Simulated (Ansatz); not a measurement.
`CNB(F)S`, relaxed with RKS PBE0-D4/def2-TZVP in the Gaussian-basis code of Ansatz from a PBE-D4/def2-SVP geometry. The force threshold is 0.005 eV/Å; the program also tests the step.

Total charge 0; spin multiplicity 1.

Start:

```xyz
10

C     0.239    0.635   -1.417
N    -0.019    0.592    0.010
B    -0.127   -0.574    0.792
F    -0.004   -1.788    0.208
S    -0.434   -0.463    2.603
H     1.182    1.175   -1.656
H     0.336   -0.398   -1.800
H    -0.585    1.129   -1.977
H    -0.125    1.502    0.462
H    -0.464   -1.811    2.774
```

**Question.** By how much does the energy fall, and how many steps does the optimiser take? (An estimate is asked.)

**Answer.** Computed: 3.67 kJ/mol, in 6 steps, 1 of them rejected.

**Question.** Which bonds change most? (Best estimate.)

**Answer.** The calculation gave: S5–H10 from 1.359 to 1.341 Å; C1–H6 from 1.112 to 1.094 Å; C1–H8 from 1.112 to 1.094 Å; C1–H7 from 1.106 to 1.089 Å.

**Question.** Give the relaxed structure. (Best estimate.)

**Answer.** The calculation gave: 
```xyz
10

C     0.238    0.630   -1.412
N    -0.014    0.587    0.010
B    -0.127   -0.567    0.782
F     0.002   -1.770    0.205
S    -0.448   -0.465    2.578
H     1.166    1.162   -1.640
H     0.331   -0.387   -1.792
H    -0.580    1.118   -1.950
H    -0.113    1.485    0.454
H    -0.454   -1.793    2.765
```
